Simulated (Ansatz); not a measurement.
A nudged elastic band was laid between two geometries of CH₄ClIn (7 atoms, charge 0, multiplicity 1).

The calculation used Ansatz 0.2.0, RKS r2SCAN/def2-SVP.

```yaml
movable_images: 7
climbing_image: yes
spring: 5.0 eV/Å²
optimiser: quadratic models (default)
start_path: through a guess of the saddle point
force_threshold: 0.05 eV/Å
iteration_limit: 60
end_points: relaxed
```

Initial state:

```xyz
7
Properties=species:S:1:pos:R:3
In -0.507 -0.893 -0.374
Cl 1.234 -2.511 -0.509
H -2.013 -1.556 -0.864
C 0.225 0.999 0.335
H 0.207 0.993 1.436
H 1.262 1.146 0.002
H -0.408 1.822 -0.026
```

Final state:

```xyz
7
Properties=species:S:1:pos:R:3
In -1.554 0.265 -0.650
Cl 0.238 -2.377 -0.375
H -0.635 -3.140 -0.937
C 0.245 1.191 0.355
H 0.395 0.776 1.370
H 1.171 0.999 -0.218
H 0.140 2.286 0.457
```

Which bonds break or form, and what moves?

Bonds broken: In1–H3. Bonds formed: Cl2–H3. CH4ClIn becomes CH3In + ClH.

What energy profile does the band end with?

The run converged. The highest image is number 4 of 0 to 8, 1.68 eV above the first end and 0.44 eV above the last; the last end lies 1.24 eV above the first. A vibrational analysis at the climbing image gives one clearly imaginary mode, 819i cm⁻¹: a first-order saddle point. The orbitals stay closed-shell, which can raise the energy where a bond breaks towards radicals; this wasn't checked here.

| image | path coordinate (Å) | energy (eV) | In1–H3 (Å) | Cl2–H3 (Å) |
| --- | --- | --- | --- | --- |
| 0 | 0.00 | 0.00 | 1.72 | 3.40 |
| 1 | 0.40 | 0.12 | 1.70 | 3.06 |
| 2 | 0.80 | 0.55 | 1.68 | 2.62 |
| 3 | 1.20 | 1.28 | 1.69 | 2.18 |
| 4 | 1.60 | 1.68 | 1.79 | 1.76 |
| 5 | 2.10 | 1.33 | 2.20 | 1.36 |
| 6 | 2.61 | 1.26 | 2.79 | 1.30 |
| 7 | 3.11 | 1.25 | 3.28 | 1.29 |
| 8 | 3.62 | 1.24 | 3.54 | 1.29 |

What is the geometry of the highest image?


```xyz
7
Properties=species:S:1:pos:R:3
In -0.996 -0.492 -0.352
Cl 0.561 -2.711 -0.699
H -1.115 -2.198 -0.878
C 0.228 1.150 0.384
H 0.303 1.071 1.480
H 1.235 1.061 -0.053
H -0.216 2.120 0.118
```

What are the harmonic wavenumbers there?

819i, 36, 91, 266, 417, 478, 648, 670, 1142, 1414, 1416, 1507, 3038, 3159, 3173 cm⁻¹.

The run took 3 min on 2 threads of Arm Neoverse V1 (shared host), peak memory 0.14 GiB.
